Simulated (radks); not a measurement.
Rb2+, configuration [Ar] 3d10 4s1 4p5 4d1 (not the ground configuration). Calculated with a radial shooting solver on a logarithmic mesh with Libxc functionals: scalar-relativistic Kohn-Sham, BLYP, spin-polarised, spherical densities, point nucleus; open shells are filled with parallel spins first (spin-orbit coupling, left out, can overturn this in heavy ions). Some entries of the table are withheld. Estimate them.

orbital  occ.  eigenvalue (eV)  <r> (bohr)  r(max) (bohr)
1s up       1        -15063.20     0.04029        0.02629
1s down     1        -15062.95     0.04029        0.02629
2s up       1        -2033.998      0.1778         0.1496
2s down     1        -2033.768      0.1778         0.1496
2p up       3        -1806.347      0.1551         0.1196
2p down     3        -1806.089      0.1551         0.1196
3s up       1        -322.8990      0.5105         0.4508
3s down     1        -322.5329      0.5104         0.4509
3p up       3        -249.8932      0.5186         0.4462
3p down     3        -249.4955      0.5183         0.4463
3d up       5        -129.0582      0.5246         0.3926
3d down     5        -128.5839      0.5231         0.3926
4s up       1         -54.6251       1.398          1.238
4s down     0         -52.0546       1.402          1.233
4p up       3         -37.4922         (1)          1.375
4p down     2         -35.0098         (2)          1.376
4d up       1         -15.0749       2.379          1.909
5s up       0         -14.4771       3.501          3.196
5s down     0         -13.8851       3.588          3.277
4d down     0         -13.4650       2.543          2.007
5p up       0         -10.6674       4.169          3.791

Answer. 
(1) 4p up <r> (bohr): 1.593
(2) 4p down <r> (bohr): 1.611
